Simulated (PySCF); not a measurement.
# Reading the logs of faulty runs: AlBCH6N

Calculated results; nothing here was measured. They come from PySCF 2.14.0, an open-source quantum chemistry program, on an isolated molecule that a program drew, which may never have been made. The molecule is AlBCH6N (charge 0, doublet), drawn as the SMILES string `NB[CH2][AlH]`.

Each row is a Hartree-Fock (HF) and frozen-core CCSD(T) single point in the cc-pV(D+d)Z basis, meant for a local HF minimum. Run 1 is clean. Each other run has one planted mistake out of seven kinds, and not every kind appears here: one electron removed, one electron added, multiplicity raised by two, geometry at a saddle point, minimal basis STO-3G, one bond length entered in bohr, all coordinates scaled. The reference is restricted for singlets and unrestricted otherwise, and also for a bond in bohr. Adding or removing an electron swaps singlet and doublet. Electrons count all cores. HOMO and LUMO are orbital energies over both spins, the gradient is its largest component, and the lowest frequency (negative if imaginary) is given only where the gradient is small. Bond lengths are over the 9 bonds as drawn. T1 is the CCSD diagnostic: over 0.02 (restricted) or 0.045 (unrestricted) a single reference is doubtful.

Geometry of the clean run:
```xyz
10
AlBCH6N, angstrom
N    -0.3178   -0.0758   -2.2771
B    -1.1078    0.1937   -1.1535
C    -0.6857   -0.2307    0.3013
Al   -1.3309   -2.0550    0.7322
H     0.5860   -0.4988   -2.2263
H    -0.5920    0.1725   -3.2038
H    -2.1752    0.7224   -1.3525
H     0.4064   -0.2813    0.4176
H    -1.0895    0.4624    1.0461
H    -0.4654   -3.2908    0.2018
```

```
run  electrons  basis functions  <S^2>  HOMO (eV)  LUMO (eV)  gradient (hartree/bohr)  lowest frequency (cm^-1)  mean bond (Å)  longest bond (Å)      T1  HF (hartree)  CCSD(T) (hartree)                     mistake
  1         37               95  0.754      -7.67       1.07                  3.2e-05                        67         1.3281             1.982  0.0145    -362.43754         -362.94740                    no fault
  2         38               95  0.000       0.09       6.60                  4.6e-02                         -         1.3281             1.982  0.0153    -362.40674         -362.94954          one electron added
  3         37               95  3.769      -5.38      -1.78                  9.3e-02                         -         1.3281             1.982  0.0387    -362.28965         -362.78825  multiplicity raised by two
  4         37               95  0.752      -7.38       1.31                  1.1e-01                         -         1.2099             1.806  0.0123    -362.35241         -362.84986                           ?
  5         36               95  0.000     -15.26      -6.26                  4.4e-02                         -         1.3281             1.982  0.0179    -362.18095         -362.69008                           ?
```

**Which mistake was planted in run 4, and what did it cost?**

The mean and the longest bond both change by the same factor, 0.911, and the gradient is no longer small. So the mistake is: all coordinates scaled. Subtracting run 1 and multiplying by 627.51 kcal/mol a hartree, the energy moved by 53.4 kcal/mol in HF and 61.2 kcal/mol in CCSD(T).

**Which mistake was planted in run 5, and what did it cost?**

It counts 36 electrons, one fewer than the clean run, at the same geometry and basis. So the mistake is: one electron removed. Subtracting run 1 and multiplying by 627.51 kcal/mol a hartree, the energy moved by 161.0 kcal/mol in HF and 161.5 kcal/mol in CCSD(T).

Cautions from the logs. Run 2: the HOMO is above zero, so the electron isn't bound and the energy depends on the basis.
